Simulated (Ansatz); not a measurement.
```yaml
crystal:
  periodic: [false, false, false]
  atoms:
    - {symbol: D, position_ang: [2.007743, -0.982795, 1.800175]}
    - {symbol: Ga, position_ang: [1.638481, -0.373854, 0.202962]}
    - {symbol: Br, position_ang: [-0.333389, -1.703504, -0.492984]}
    - {symbol: Ga, position_ang: [-1.646476, 0.376883, -0.207241]}
    - {symbol: F, position_ang: [-1.843028, 0.965623, -1.842754]}
    - {symbol: Br, position_ang: [0.293471, 1.660654, 0.643380]}
    - {symbol: H, position_ang: [2.660792, -0.179798, -0.935001]}
    - {symbol: H, position_ang: [-2.777594, 0.236793, 0.831463]}
basis:
  gaussian: {orbitals: ANO-RCC-VTZP}
hamiltonian: {xc: {name: r2SCAN50}, dispersion: d3bjatm}
output: {forces: true}
```

```sh
$ ansatz run in.yaml --threads 4 --pin off --events-out ev --progress --plain --max-ram 10444MiB
```

Shortened log:

```
Error: YAML parse error: error: line 4 column 16: `D` is not an element symbol (H … Og, case-exact)
 --> <input>:4:16
2 |   periodic: [false, false, false]
3 |   atoms:
4 |     - {symbol: D, position_ang: [2.007743, -0.982795, 1.800175]}
5 |     - {symbol: Ga, position_ang: [1.638481, -0.373854, 0.202962]}
6 |     - {symbol: Br, position_ang: [-0.333389, -1.703504, -0.492984]}
```

**Question.** Something in this input is off. What?

**Answer.** An element symbol is wrong. The program refused the input.
